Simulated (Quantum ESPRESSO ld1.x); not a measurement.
Cd, 48 electrons, occupied as [Kr] 4d10 5s1.5 5p0.5 (fractional occupations, a model configuration). Calculated with ld1.x of Quantum ESPRESSO 7.5: Dirac Kohn-Sham, PW91, spin-unpolarised, spherical densities, point nucleus; open shells fill j = l - 1/2 first.

X-ray form factor f0, the Fourier transform of the density (f0(0) = 48):

sin(theta)/lambda (1/angstrom)  f0 (electrons)
0.05                                    47.041
0.1                                     44.739
0.15                                    41.878
0.2                                     38.886
0.25                                    35.967
0.3                                     33.226
0.4                                     28.486
0.5                                     24.822
0.6                                     22.094
0.8                                     18.399
1                                       15.677
1.25                                    12.665
1.5                                     10.105
2                                        6.884
